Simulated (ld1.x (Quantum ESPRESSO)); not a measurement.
What one change does to a pseudopotential (palladium (Pd), TM)

Pd, norm-conserving Troullier–Martins (Kleinman–Bylander form), made with ld1.x (Quantum ESPRESSO) 7.5 (PBE, scalar-relativistic). Core [Kr], reference 4d9.5 5s0 5p0 (charge +0.5). Waves: 5s (bound, empty): rc 2.60 bohr; 5p (bound, empty): rc 3.75 bohr; 4d (bound): rc 1.90 bohr. Local part: the d channel. Core correction: none.

Change: all radii scaled by about 0.84 (s 2.20, p 3.16, d 1.60 bohr).

Cutoffs: the cutoffs (Ry, on a coarse ladder) from which the occupation-weighted sum of valence levels, in a spherical-Bessel basis at the reference potential, stays within 10 and 1 mRy of its value at 400 Ry; they do not see the model core or the augmentation charge, which bear on the density cutoff. Errors are all-electron minus pseudo energies relative to the spin-unpolarised reference configuration.

Task: What does the change do?

Result: The potential gets harder (55 Ry and 80 Ry → 60 Ry and 90 Ry); both files keep a bound ghost (p, s); of the 7 tests that both files solve, the error grows in 2 and shrinks in 2 by more than 15 % and 0.3 meV (median size 13.9 → 14.9 meV). A smaller radius makes the pseudo-wave follow the all-electron one further in, where it bends more sharply, so more plane waves are needed.

```csv
quantity,base,changed
"cutoff, loose",55 Ry,60 Ry
"cutoff, tight",80 Ry,90 Ry
bound ghosts,"s, p","s, p"
"error for 4d10 5s0 5p0, meV [ΔE -3.23 eV]",+0.2,+1.0
"error for 4d9 5s0 5p0, meV [ΔE 5.88 eV]",-2.1,-0.9
"error for 4d8 5s0 5p0, meV [ΔE 26.70 eV]",-50,-38
"error for 4d6 5s0 5p0, meV [ΔE 110.41 eV]",-657,-614
"error for 4d7 5s0 5p0, meV [ΔE 61.06 eV]",-239,-206
"error for 4d9 5s0 5p1, meV [ΔE 2.00 eV]",-10,-12
"error for 4d9 5s1 5p0, meV [ΔE -1.73 eV]",-14,-15
```

Changed file: These tests converged, but a pseudo level misses the all-electron one widely, so the file describes the atom poorly there or has found another state: 4d6 5s0 5p0: empty 5s by 9.1 eV (a node warning on the way). A true bound ghost makes a file unfit for plane-wave use even where its test errors are small: the radial tests pick states by their node count and pass the ghost by.
